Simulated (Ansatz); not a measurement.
Mulliken charges of CH₅GeNO (`O=C[NH][GeH3]`) from PBE/def2-TZVPP in Ansatz (PBE0-D4/def2-TZVP geometry).

```
atom   x (Å)   y (Å)   z (Å)  charge (e)
  O1   0.521   0.417  -1.870      -0.314
  C2   1.124   0.584  -0.832       0.135
  N3   0.628   0.236   0.373      -0.231
 Ge4  -1.070  -0.539   0.440       0.188
  H5   2.133   1.037  -0.801       0.049
  H6   1.195   0.410   1.187       0.154
  H7  -1.057  -1.852  -0.345       0.014
  H8  -2.099   0.452  -0.109       0.014
  H9  -1.287  -0.791   1.940      -0.009
```

By hand: the dipole of these point charges (1 e Å = 4.8032 D).

Σ q r = (-0.102, -0.106, 0.591) e Å, of length 0.609 e Å = 2.93 D.

How does the dipole of the full density compare? (Estimate.)

The calculation gave: (0.123, -0.014, 0.677) e Å, 3.31 D; the point charges give 0.89 times that, at 22° from its direction.

Point charges leave out the atoms' own dipoles, such as those of lone pairs, and Mulliken's split depends on the basis, so the two needn't agree.
